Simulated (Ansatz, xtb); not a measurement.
## Ligand exchange: SnH3F + C2H4Si → SiH3(SnH3) + C2HF

Species: SnH3F `[F][SnH3]`, singlet; C2H4Si (ethynylsilane) `C#C[SiH3]`, singlet; SiH3(SnH3), singlet; C2HF (fluoroacetylene) `C#CF`, singlet. The partners trade F for SiH3: Sn–F and C–SiH3 bonds give way to Sn–SiH3 and C–F.

Shapes, held fixed at every level: PBE0-D4/def2-TZVP. Programs: Ansatz 0.2.0, xtb 6.7.1, xtb 6.7.1 later snapshot. The zero-point and thermal change to 298 K, harmonic and unscaled (PBE0-D4/def2-TZVP), is +0.1 kJ/mol.

Estimate ΔH(298 K) of this reaction.

The highest level, CCSD(T)/def2-TZVPP, gives ΔH(298 K) = +197.4 kJ/mol; the levels span +93.2 to +214.3. GFN1-xTB strays far from the other rows. The column of differences is taken from that level and isn't an error. No measured value is set beside it here. For atoms past krypton def2 sets carry core potentials with scalar relativity. Correlated rows may include outer-core shells of Sn, which these sets cover unevenly.

```json
{"level": "GFN1-xTB", "kind": "semi-empirical", "ΔH(298 K) (kJ/mol)": "+93.2", "less CCSD(T)/def2-TZVPP": "-104.2"}
{"level": "HF/def2-TZVPP", "kind": "Hartree–Fock", "ΔH(298 K) (kJ/mol)": "+214.3", "less CCSD(T)/def2-TZVPP": "+16.9"}
{"level": "SPW92/def2-TZVPP", "kind": "LDA", "ΔH(298 K) (kJ/mol)": "+150.7", "less CCSD(T)/def2-TZVPP": "-46.7"}
{"level": "r2SCAN-D4/def2-TZVPP", "kind": "meta-GGA", "ΔH(298 K) (kJ/mol)": "+193.0", "less CCSD(T)/def2-TZVPP": "-4.4"}
{"level": "wB97M-V/def2-TZVPP", "kind": "range-separated hybrid", "ΔH(298 K) (kJ/mol)": "+194.6", "less CCSD(T)/def2-TZVPP": "-2.8"}
{"level": "B2PLYP/def2-TZVPP", "kind": "double hybrid", "ΔH(298 K) (kJ/mol)": "+203.3", "less CCSD(T)/def2-TZVPP": "+5.9"}
{"level": "CCSD(T)/def2-SVP", "kind": "coupled cluster or CI", "ΔH(298 K) (kJ/mol)": "+175.5", "less CCSD(T)/def2-TZVPP": "-21.9"}
{"level": "CCSD/def2-SVP", "kind": "coupled cluster or CI", "ΔH(298 K) (kJ/mol)": "+177.2", "less CCSD(T)/def2-TZVPP": "-20.2"}
{"level": "CCSD(T)/def2-TZVPP", "kind": "coupled cluster or CI", "ΔH(298 K) (kJ/mol)": "+197.4", "less CCSD(T)/def2-TZVPP": "0.0"}
```
